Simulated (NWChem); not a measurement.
Molecule: C4H5Si, doublet; SMILES C1=C[SiH]C=C1

```xyz
10

C      0.0000    -0.7331     1.2480
C      0.0000    -1.3632     0.0275
Si     0.0000     0.0000    -1.1719
C      0.0000     1.3632     0.0275
C      0.0000     0.7331     1.2480
H      0.0000    -1.2740     2.1924
H      0.0000    -2.4394    -0.0898
H      0.0000     0.0000    -2.6510
H      0.0000     2.4394    -0.0898
H      0.0000     1.2740     2.1924
```
Atoms are numbered in this order, from 1.

This is a stationary point of B3LYP/6-31G* (spherical d), spin-unrestricted (NWChem), point group C2v. B3LYP is NWChem's, with the RPA form of VWN correlation.

Q: Is it a minimum? If not, what does it relax to?

A: No. It has an imaginary frequency of 222i cm⁻¹. Following that mode (on a finer grid) lowers the energy by 0.6 kcal/mol and ends, with real frequencies alone, at point group Cs:
```xyz
10

C      0.0094    -0.7375     1.2242
C     -0.0202    -1.3601     0.0109
Si    -0.1731     0.0000    -1.2190
C     -0.0202     1.3601     0.0109
C      0.0094     0.7375     1.2242
H      0.0304    -1.2756     2.1708
H     -0.0391    -2.4375    -0.1017
H      0.4634     0.0000    -2.5616
H     -0.0391     2.4375    -0.1017
H      0.0304     1.2756     2.1708
```
